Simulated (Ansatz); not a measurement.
# Energy on a grid of two coordinates

GaH3S (SMILES [SH][GaH2]), singlet, PBE0-D4/def2-TZVP minimum:

```tsv
atom	x (Å)	y (Å)	z (Å)
S1	0.0390	-1.4533	0.6844
Ga2	-0.3293	0.4332	-0.3834
H3	1.2638	-1.1084	1.1133
H4	-1.7112	0.5325	-1.0979
H5	0.7875	1.5224	-0.3578
```

Rows set the bond length S1–H3 (Å; 1.343 at the minimum), columns the angle H5–Ga2–H4 (°; 126.7), set in this order; the parts move rigidly, in a bend the first-named atom's side turns in the plane, and in a torsion the whole end group turns. CCSD(T) energies count from the value at that structure, in eV. Program: Ansatz 0.2.0. Basis: def2-TZVPP. Cores are frozen in the correlated methods. Filled d shells of the heavier atoms are correlated. The def2 sets are not built for correlating such inner shells, so the correlated values are less sure here.

```json
{"S1–H3 \\ H5–Ga2–H4": "1.182", "102.7": "0.731", "110.7": "0.567", "118.7": "0.470", "126.7": "0.438", "134.7": "0.471", "142.7": "0.572", "150.7": "0.749"}
{"S1–H3 \\ H5–Ga2–H4": "1.250", "102.7": "0.414", "110.7": "0.251", "118.7": "0.155", "126.7": "0.124", "134.7": "0.159", "142.7": "0.262", "150.7": "0.442"}
{"S1–H3 \\ H5–Ga2–H4": "1.349", "102.7": "0.286", "110.7": "0.125", "118.7": "0.030", "126.7": "0.001", "134.7": "0.038", "142.7": "0.145", "150.7": "?"}
{"S1–H3 \\ H5–Ga2–H4": "1.465", "102.7": "0.448", "110.7": "0.288", "118.7": "0.196", "126.7": "0.168", "134.7": "0.208", "142.7": "0.318", "150.7": "0.505"}
{"S1–H3 \\ H5–Ga2–H4": "1.594", "102.7": "0.836", "110.7": "0.678", "118.7": "0.587", "126.7": "0.562", "134.7": "0.604", "142.7": "?", "150.7": "0.909"}
{"S1–H3 \\ H5–Ga2–H4": "1.733", "102.7": "1.355", "110.7": "1.198", "118.7": "?", "126.7": "1.086", "134.7": "1.131", "142.7": "1.247", "150.7": "1.442"}
{"S1–H3 \\ H5–Ga2–H4": "1.880", "102.7": "1.918", "110.7": "1.763", "118.7": "1.676", "126.7": "1.655", "134.7": "1.701", "142.7": "1.819", "150.7": "2.016"}
```

Q: Fill in the withheld cells. (An estimate is asked for; the value comes from the calculation.)

A: Computed: (1.349, 150.7): 0.328; (1.594, 142.7): 0.718; (1.733, 118.7): 1.109 eV. These count from the CCSD(T) energy at the PBE0-D4 minimum.

The same grid for a cheaper method: HF − CCSD(T), both counted from the minimum, in eV:
| S1–H3 \ H5–Ga2–H4 | 102.7 | 110.7 | 118.7 | 126.7 | 134.7 | 142.7 | 150.7 |
| --- | --- | --- | --- | --- | --- | --- | --- |
| 1.182 | -0.006 | -0.026 | -0.036 | -0.036 | -0.026 | -0.006 | 0.027 |
| 1.250 | 0.005 | -0.014 | -0.024 | -0.024 | -0.014 | 0.006 | 0.039 |
| 1.349 | 0.031 | 0.012 | 0.002 | 0.002 | 0.012 | 0.033 | 0.067 |
| 1.465 | 0.076 | 0.056 | 0.046 | 0.047 | 0.057 | 0.079 | 0.114 |
| 1.594 | 0.143 | 0.124 | 0.114 | 0.115 | 0.126 | 0.148 | 0.185 |
| 1.733 | 0.239 | 0.219 | 0.210 | 0.211 | 0.223 | 0.247 | 0.285 |
| 1.880 | 0.366 | 0.347 | 0.338 | 0.340 | 0.353 | 0.379 | 0.419 |

No T1 diagnostic of these runs exceeds 0.016. The restricted Hartree–Fock reference is unstable towards an unrestricted one here.

For scale, one of the runs: CCSD(T)/def2-TZVPP, 132 basis functions (an equivalent command: `ansatz run in.yaml --threads 2`). Time: 9.5 s of wall clock on 2 CPU threads; the host was shared. Peak host memory: 0.63 GiB.
